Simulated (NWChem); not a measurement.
System: Si₂H₄, singlet; SMILES [SiH][SiH3]

The following NWChem deck was run.

```
start job
memory heap 200 mb stack 900 mb global 1100 mb
geometry units angstroms noautosym nocenter noautoz
  Si     0.088817     1.018412    -0.114164
  Si    -0.125907    -1.336986    -0.487465
  H     -1.247054     1.672523    -0.322110
  H      1.082741     1.703671    -0.998265
  H      0.497553     1.251218     1.312241
  H     -1.180397    -1.356096     0.627154
end
basis spherical
  * library pcsseg-1
end
dft
  xc kt2
  iterations 150
end
property
  shielding 5 1 2 3 4 6
end
task dft property
```

Low-valent species are run as closed-shell singlets; no triplet was tried in these runs. Structure relaxed at the PBE0/def2-SVP level.

GIAO values for the isolated, static molecule; σ is the absolute isotropic shielding, δ = σ(reference) − σ with the isolated reference molecule computed at the same levels (1H: tetramethylsilane, 29Si: tetramethylsilane).

Atoms are numbered as in the input.

Q: What results follow from this input? (KT2/pcSseg-1, GIAO.) Quantities: δ Si1 (ppm); δ Si2 (ppm); δ H3 (rotor mean) (ppm); δ H6 (ppm).

A: 
```yaml
"δ Si1 (ppm)": -72.2
"δ Si2 (ppm)": 1129.0
"δ H3 (rotor mean) (ppm)": 4.40
"δ H6 (ppm)": 20.47
```
